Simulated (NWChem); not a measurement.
# C$_{5}$H$_{5}$F; SMILES C(/C(=C/C)F)#C

```xyz
11

C      0.4269    -2.6851     0.0000
C      0.1701    -1.4997     0.0000
C     -0.1443    -0.1094     0.0000
F     -1.4590     0.1552     0.0000
C      0.7503     0.8889     0.0000
C      0.4029     2.3357     0.0000
H      0.6572    -3.7346     0.0000
H      1.8029     0.5941     0.0000
H      0.8259     2.8414     0.8840
H     -0.6841     2.4882     0.0000
H      0.8259     2.8414    -0.8840
```
Atoms are numbered in this order, from 1.

Level: PBE0/def2-SVP (NWChem), optimised geometry, unscaled harmonic frequencies. 

| frequency (cm⁻¹) | IR intensity (km/mol) |
|---|---|
| 140 | 0.0 |
| 160 | 2.1 |
| 164 | 2.2 |
| 272 | 2.9 |
| 380 | 0.1 |
| 525 | 1.8 |
| 574 | 4.2 |
| 651 | 0.2 |
| 664 | 44.0 |
| 738 | 29.3 |
| 818 | 2.9 |
| 842 | 19.1 |
| 1011 | 72.4 |
| 1042 | 0.3 |
| 1127 | 3.3 |
| 1234 | 37.4 |
| 1340 | 79.7 |
| 1398 | 16.1 |
| 1452 | 2.3 |
| 1455 | 10.6 |
| 1764 | 33.6 |
| 2239 | 3.2 |
| 3051 | 17.9 |
| 3124 | 6.7 |
| 3183 | 2.3 |
| 3221 | 4.5 |
| 3490 | 97.5 |

```yaml
zero_point_energy: 51.5 kcal/mol
thermal correction to the enthalpy at 298.15 K (with zero-point energy): 56.2 kcal/mol
heat capacity Cv: 22.5 cal/(mol K)
entropy at 298.15 K and 1 atm (symmetry number 1): 79.1 cal/(mol K)
dipole_moment: 1.50 D
```

Rigid rotor and harmonic oscillator.
